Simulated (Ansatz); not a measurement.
All values below come from frozen-core CCSD(T)/def2-TZVPP // TPSS-D3(BJ)/def2-SVP (Ansatz, a quantum-chemistry and plane-wave program).

Ansatz 0.2 input:
```yaml
crystal:
  periodic: [false, false, false]
  atoms:
    - { symbol: Ti, position_ang: [-0.054872, -0.029376, 0.013336] }
    - { symbol: Cl, position_ang: [-1.626922, 0.360323, -1.435228] }
    - { symbol: Cl, position_ang: [0.23652, 1.732362, 1.251539] }
    - { symbol: Cl, position_ang: [1.7928, -0.497331, -1.030832] }
    - { symbol: Cl, position_ang: [-0.627356, -1.70933, 1.2676] }
basis:
  gaussian: { orbitals: def2-TZVPP }
correlation:
  method: ccsd_t
```

Output:

```
Functional definition: HF
1446 factors; integrals over basis functions are off by at most 5.7e-4 eV
mean field evaluation 1: about -73103.4033 eV, gradient 4.6e1 eV
mean field evaluation 2: about -73103.6184 eV, gradient 4.6e1 eV
mean field evaluation 4: about -73109.0914 eV, gradient 5.5e0 eV
mean field evaluation 8: about -73109.2068 eV, gradient 7.3e-1 eV
mean field evaluation 16: about -73103.4030 eV, gradient 4.6e1 eV
mean field -73109.21189315 eV, -2686.7139818696 hartree, gradient 8.3e-6 eV, S^2 0.000000; 0 other end points of the search recorded, 0 dependent functions left out
25 core orbitals not correlated
reference -73109.21189315 eV, -2686.7139818696 hartree; 20, 20 occupied and 187, 187 virtual orbitals, 1446 factors
second order -32.58914932 eV of doubles, -0.00000000 eV of singles
cycle   1  -31.75820670 eV  change    8.3e-1 eV  update   3.2e-1
cycle   2  -33.24563834 eV  change    -1.5e0 eV  update   2.8e-1
cycle   3  -33.56988747 eV  change   -3.2e-1 eV  update   6.6e-2
cycle   4  -33.56111843 eV  change    8.8e-3 eV  update   2.4e-2
cycle   5  -33.54195621 eV  change    1.9e-2 eV  update   8.9e-3
cycle   6  -33.53558491 eV  change    6.4e-3 eV  update   3.2e-3
cycle   7  -33.53548006 eV  change    1.0e-4 eV  update   1.7e-3
cycle   8  -33.53567345 eV  change   -1.9e-4 eV  update   8.1e-4
cycle   9  -33.53634309 eV  change   -6.7e-4 eV  update   3.1e-4
cycle  10  -33.53642948 eV  change   -8.6e-5 eV  update   7.7e-5
cycle  11  -33.53629704 eV  change    1.3e-4 eV  update   3.1e-5
cycle  12  -33.53625297 eV  change    4.4e-5 eV  update   1.9e-5
cycle  13  -33.53626880 eV  change   -1.6e-5 eV  update   4.1e-6
perturbative correction -2.07271434 eV, -0.0761708471 hartree
Total energy: -73144.82087629 eV, -2688.0225878633 hartree
```

Cost: very roughly 5 core-minutes.
